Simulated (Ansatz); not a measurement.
Cu6P⁻. The state is a singlet with charge -1. Geometry PBE0-D4/def2-SVPD.

```xyz
7

P     0.557    1.764    1.467
Cu    1.808   -1.992   -0.872
Cu    1.524    0.101    0.323
Cu   -0.481   -0.179    1.785
Cu   -2.213    0.017   -1.761
Cu   -0.337   -1.000   -0.741
Cu   -0.858    1.290   -0.201
```

LC-ωPBE has ω = 0.4 bohr⁻¹. B3LYP takes the VWN-RPA correlation. The restricted singlet is unstable towards broken spin symmetry in Hartree–Fock (as tested in another run); at PBE-D4/def2-TZVPD, r2SCAN-D4/def2-TZVPD, B3LYP-D4/def2-TZVPD, PBE0-D4/def2-TZVPD and others this wasn't settled. The structure comes from a short search, and lower isomers may exist.

Task: Estimate the orbital energies around the gap (eV) in Ansatz with PBE-D4/def2-TZVPD, r2SCAN-D4/def2-TZVPD, B3LYP-D4/def2-TZVPD, PBE0-D4/def2-TZVPD, LC-ωPBE/def2-TZVPD.

Result: 
| orbital | PBE-D4/def2-TZVPD | r2SCAN-D4/def2-TZVPD | B3LYP-D4/def2-TZVPD | PBE0-D4/def2-TZVPD | LC-ωPBE/def2-TZVPD |
| --- | --- | --- | --- | --- | --- |
| HOMO−13 | -1.83 | -1.93 | -3.30 | -3.58 | -6.11 |
| HOMO−12 | -1.78 | -1.88 | -3.25 | -3.54 | -6.10 |
| HOMO−11 | -1.72 | -1.82 | -3.23 | -3.51 | -6.03 |
| HOMO−10 | -1.71 | -1.81 | -3.21 | -3.49 | -6.02 |
| HOMO−9 | -1.70 | -1.80 | -3.18 | -3.44 | -5.94 |
| HOMO−8 | -1.61 | -1.70 | -3.12 | -3.40 | -5.90 |
| HOMO−7 | -1.60 | -1.70 | -3.10 | -3.37 | -5.89 |
| HOMO−6 | -1.58 | -1.67 | -3.03 | -3.31 | -5.84 |
| HOMO−5 | -1.53 | -1.62 | -2.91 | -3.17 | -5.69 |
| HOMO−4 | -1.46 | -1.54 | -2.85 | -3.10 | -5.53 |
| HOMO−3 | -1.40 | -1.47 | -2.14 | -2.22 | -4.28 |
| HOMO−2 | -1.02 | -1.05 | -1.68 | -1.74 | -3.55 |
| HOMO−1 | -0.78 | -0.81 | -1.38 | -1.44 | -3.32 |
| HOMO | -0.73 | -0.78 | -1.30 | -1.37 | -3.27 |
| LUMO | 0.56 | 0.67 | 1.07 | 1.29 | 2.91 |
| LUMO+1 | 0.88 | 1.02 | 1.39 | 1.60 | 3.19 |
| LUMO+2 | 1.19 | 1.33 | 1.65 | 1.83 | 3.21 |
| LUMO+3 | 1.62 | 1.82 | 2.09 | 2.27 | 3.50 |
| LUMO+4 | 1.88 | 2.05 | 2.34 | 2.54 | 3.96 |
| LUMO+5 | 2.01 | 2.17 | 2.48 | 2.65 | 4.09 |
